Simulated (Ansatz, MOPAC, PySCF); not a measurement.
Complex: PH3 (SMILES P) (first 4 atoms) with AsH3 (SMILES [AsH3]); geometry from B3LYP-D3(BJ)/def2-TZVP.
(charge 0, multiplicity 1):
```xyz
8

P     -0.02369     0.12211    -0.47462
H      1.38807    -0.00196    -0.46010
H     -0.23775    -1.26422    -0.27260
H     -0.11149     0.02547    -1.88833
As     0.21537     0.38394     3.14906
H      0.31419     0.51024     4.66765
H     -1.29439     0.58419     3.16543
H      0.47302     1.87102     2.94366
```

Monomers are frozen at their geometry in the pair; levels with a basis set take the counterpoise correction.

The state reached by PM7 isn't checked; PM7 holds dispersion and hydrogen-bond terms.

Programs: Ansatz (an electronic-structure program); MOPAC for PM7 (differences of heats of formation); PySCF for the dispersion terms. 

**Question.** One of these levels gives -5.51 kcal/mol for the interaction energy. Name it.
A) BLYP-D3(BJ)/def2-TZVPPD
B) PBE/def2-TZVPPD
C) PM7

**Answer.** C, PM7. The others give -0.69 (PBE/def2-TZVPPD), -1.64 (BLYP-D3(BJ)/def2-TZVPPD)
